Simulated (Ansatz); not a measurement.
F₃Y, SMILES [Y]([F])([F])[F] (connectivity only; charge and spin as stated), charge -1, multiplicity 2. Atoms are numbered in the order given.

```xyz
4

Y     -0.0002     0.0000     0.0000
F     -2.0747     0.0000     0.0000
F      1.0374     1.7964     0.0000
F      1.0374    -1.7964     0.0000
```
Charge -1, spin multiplicity 2.

Coordinates come from a B3LYP-D3(BJ)/def2-SVPD optimisation. The spin state was assumed, not searched. The isomer is the one that the SMILES or the coordinates give; other isomers of the formula were not compared. The def2 effective core potentials stand for the cores of Y; spin–orbit coupling is left out.

Two levels are set side by side: PBE-D3(BJ)/def2-SVPD (Ansatz, a program for electronic structure) and B3LYP-D3(BJ)/def2-SVPD (Ansatz). Each level has its own optimised geometry; the coordinates shown are those of the second. Differences are taken from unrounded values.

```csv
quantity,B3LYP-D3(BJ)
mean bond length (Å),2.075
bond Y1–F2 (Å),2.075
bond Y1–F3 (Å),2.075
bond Y1–F4 (Å),2.075
```

Problem. What does PBE-D3(BJ) give, and how far is it from B3LYP-D3(BJ)? (The exact figures need the calculation; the answer reports its results.)

Solution. 
| quantity | PBE-D3(BJ) | PBE-D3(BJ) minus B3LYP-D3(BJ) |
|---|---|---|
| mean bond length (Å) | 2.073 | -0.002 |
| bond Y1–F2 (Å) | 2.073 | -0.002 |
| bond Y1–F3 (Å) | 2.073 | -0.002 |
| bond Y1–F4 (Å) | 2.073 | -0.002 |

On these quantities the two levels nearly agree.
